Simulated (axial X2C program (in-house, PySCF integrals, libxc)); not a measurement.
**Potential curves of GeSe⁻, with spin–orbit coupling**

Calculated with an in-house all-electron X2C program for linear molecules (integrals from PySCF). Two-component (2c) means X2C with spin–orbit coupling and atomic mean-field two-electron Coulomb and Gaunt terms. Basis: Se dyall-acv3z [9s10p7d5f1g], Ge dyall-acv3z [10s10p8d5f1g] (cores contracted in-house); Gaussian nuclei, density fitting, unrestricted open shells. Masses: Se 79.917 u, Ge 73.921 u.

State: Ω = 1/2 (⟨Sz⟩ = -0.50, ⟨Lz⟩ = 1.00 at PBE0). Energies in cm⁻¹ from the lowest point of each curve. Fits are polynomials in 1 − R0/R over 0.85 to 1.23 times the lowest point R0.

```tsv
R (Å)	PBE0	PW91
1.9575	7889	8608
2.0475	3259	3798
2.1150	1287	1662
2.1825	276	469
2.2500	0	0
2.3287	375	139
2.4075	1296	817
2.5088	3021	2229
2.6325	5606	4447
2.8125	9648	8066
```

One determinant describes the state; a PBE0 search over occupations chose it and may have missed a lower one. Density functionals use the spin component along the axis (collinear). The functionals have no current-density term, which raises determinants with orbital currents, atoms included. The highest occupied level of some functionals is positive through self-interaction error; at Hartree–Fock it is bound.

Task: What are Re and ωe at the PBE0 level?

Result: At PBE0, 2c: Re = 2.246 Å, ωe ≈ 330 cm⁻¹; Be follows as 0.087 cm⁻¹.

Task: What are Re and ωe at the PW91 level?

Result: At PW91, 2c: Re = 2.272 Å, ωe ≈ 311 cm⁻¹; Be follows as 0.0851 cm⁻¹.
